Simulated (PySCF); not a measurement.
Computed IR spectrum (relative IR intensity) of a molecule C₃H₃Cl₂F. Geometry optimised at TPSSh-D3(BJ)/def2-SVP. The values are those of a single conformer. Calculation: TPSSh-D3(BJ)/def2-SVP (PySCF). Frequencies are harmonic and unscaled.

Lines under 2 % of the strongest are left out, and lines within 2 cm⁻¹ are merged.

ν (cm⁻¹): 432 (vw), 560 (w), 838 (m), 1052 (s), 1131 (vs), 1209 (s), 1467 (w), 1733 (m), 3038 (w), 3113 (w), 3160 (vw) (against the strongest line: vs over 80 %, s over 45 %, m over 15 %, w over 4 %, vw less)

Which structure fits?
A. C/C(Cl)=C(\F)Cl
B. CC(F)=C(Cl)Cl
C. F[C@@H]1CC1(Cl)Cl

A, C/C(Cl)=C(\F)Cl
